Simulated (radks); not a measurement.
Results of a calculation; reference values are marked as such.
Q: Species: the rhenium ion Re42+. Configuration: [Ar] 3d10 4s2 4p3 (the NIST ground configuration). Code: a radial shooting solver on a logarithmic mesh with Libxc functionals. Model: Dirac Kohn-Sham, PBE, spin-unpolarised, spherical densities, point nucleus; open shells are shared between the two j in proportion to 2j + 1.

Spin-orbit splittings of the eigenvalues, e(l+1/2) - e(l-1/2), with zeta = 2 splitting/(2l+1) and mean radii in bohr:

| shell | occ. | splitting (eV) | zeta (eV) | <r> j=l-1/2 | <r> j=l+1/2 |
|---|---|---|---|---|---|
| 2p | 6 | 1443 | 962.3 | 0.06238 | 0.07042 |
| 3p | 6 | 324.7 | 216.5 | 0.1839 | 0.1979 |
| 3d | 10 | 71.37 | 28.55 | 0.1724 | 0.1767 |
| 4p | 3 | ? | ? | 0.3862 | 0.4064 |

Estimate the 4p splitting.

A: 105.7 eV (zeta = 70.46 eV).
